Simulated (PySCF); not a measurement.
H5BeNOSi, SMILES [NH2][Be][O][SiH3] at its PBE0/def2-SVP optimised geometry (Å):

```
9

Be     0.7499    -0.3265    -0.0043
N      2.2466    -0.3001    -0.0076
H      2.8413    -0.4539     0.7989
H      2.8314    -0.1237    -0.8167
O     -0.6710    -0.3487     0.0000
Si    -2.3136    -0.3487     0.0000
H     -2.8413     1.0506     0.0000
H     -2.8331    -1.0500     1.2142
H     -2.8361    -1.0506    -1.2127
```

Method: PySCF 2.14.0 with PBE0/def2-TZVP. Cells within 0.4 Å of a nucleus heavier than hydrogen are left out (blank, or x).

Map of the log10 of the electron density (e/bohr³), floored at −4 on the plane z = 0.0 Å:

```
|00000000000000000000000000000|
|00000000000000000000000000000|
|00000000000000000000000000000|
|00000000000000000000000000000|
|00000000000000000000000000000|
|00000000000000000000000000000|
|00000011000000000000000000000|
|00011222210000000000000000000|
|00123344321000000001100000000|
|00234555432111111222221100000|
|01245676543333222333333210000|
|01346797654444444445554321000|
|01346788765666555566665432100|
|01245677767787765677887643100|
|0124567xx789x987x778xx8653100|
|0124568xx889xx8xxx89xx8653200|
|012456799779x987x778997653100|
|01235667666787765667776542100|
|00234566555666554556665432000|
|00123455444444433444444321000|
|00022333333232222233332210000|
|00001222221111111112211000000|
|00000011100000000000000000000|
|00000000000000000000000000000|
|00000000000000000000000000000|
|00000000000000000000000000000|
|00000000000000000000000000000|
|00000000000000000000000000000|
|00000000000000000000000000000|
```
Scale: ten equal steps from -4.00 (start of '0') to -0.066 (end of '9'), in the order '0123456789'; x runs from -5.00 to 5.00, y from -5.00 (bottom) to 5.00 (top).
